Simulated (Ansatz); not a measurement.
Consider the substitution at a C–O bond: `OC#C[O][GaH2]` + `C=CS` → `C=CSC#CO` + `[OH][GaH2]`.

Gas-phase electronic energies from Ansatz, PBE0-D4/def2-TZVP geometries. CCSD(T)/CBS is the MP2 limit (def2-TZVPP, def2-QZVPP) plus CCSD(T) − MP2 in def2-TZVPP, frozen cores. This one scheme is used for every species. DFT in def2-TZVPP. B3LYP here is the variant with VWN-RPA as its local correlation; programs differ in this. For Ga outer-core shells are correlated without core-valence functions, which leaves a few kJ/mol of doubt a bond. Scalar relativity is left out up to krypton. Each species was taken in one conformer, which may not be the lowest.

```json
{"level": "PBE-D4", "ΔE (kJ/mol)": "-68.8", "difference from CCSD(T)/CBS": "3.6"}
{"level": "PBE0-D4", "ΔE (kJ/mol)": "-66.3", "difference from CCSD(T)/CBS": "6.1"}
{"level": "B3LYP-D4", "ΔE (kJ/mol)": "-64.2", "difference from CCSD(T)/CBS": "8.2"}
{"level": "ωB97X-V", "ΔE (kJ/mol)": "-62.8", "difference from CCSD(T)/CBS": "9.6"}
{"level": "ωB97M-V", "ΔE (kJ/mol)": "-65.8", "difference from CCSD(T)/CBS": "6.6"}
{"level": "PBE", "ΔE (kJ/mol)": "-67.8", "difference from CCSD(T)/CBS": "4.6"}
{"level": "r2SCAN", "ΔE (kJ/mol)": "-71.9", "difference from CCSD(T)/CBS": "0.5"}
{"level": "PBE0", "ΔE (kJ/mol)": "-65.4", "difference from CCSD(T)/CBS": "7.0"}
{"level": "B3LYP", "ΔE (kJ/mol)": "-62.6", "difference from CCSD(T)/CBS": "9.8"}
{"level": "HF/def2-TZVPP", "ΔE (kJ/mol)": "-50.6", "difference from CCSD(T)/CBS": "21.8"}
{"level": "MP2/def2-TZVPP", "ΔE (kJ/mol)": "-79.8", "difference from CCSD(T)/CBS": "-7.4"}
{"level": "CCSD/def2-TZVPP", "ΔE (kJ/mol)": "-64.1", "difference from CCSD(T)/CBS": "8.3"}
{"level": "HF/def2-QZVPP", "ΔE (kJ/mol)": "-50.4", "difference from CCSD(T)/CBS": "22.0"}
{"level": "MP2/def2-QZVPP", "ΔE (kJ/mol)": "-82.0", "difference from CCSD(T)/CBS": "-9.6"}
{"level": "HF/CBS(def2)", "ΔE (kJ/mol)": "-50.4", "difference from CCSD(T)/CBS": "22.0"}
{"level": "MP2/CBS(def2)", "ΔE (kJ/mol)": "-83.8", "difference from CCSD(T)/CBS": "-11.4"}
{"level": "CCSD(T)/CBS", "ΔE (kJ/mol)": "-72.4", "difference from CCSD(T)/CBS": "0"}
```

Largest T1 diagnostic among the species: 0.015.

In def2-TZVPP, CCSD(T) changes the Hartree–Fock value by −17.7 kJ/mol (the triples alone add −4.2 kJ/mol) and MP2 by −29.1 kJ/mol.

CCSD(T)/CBS has its own doubt, a few kJ/mol and more with outer-core shells, so smaller differences from it don't rank the levels.
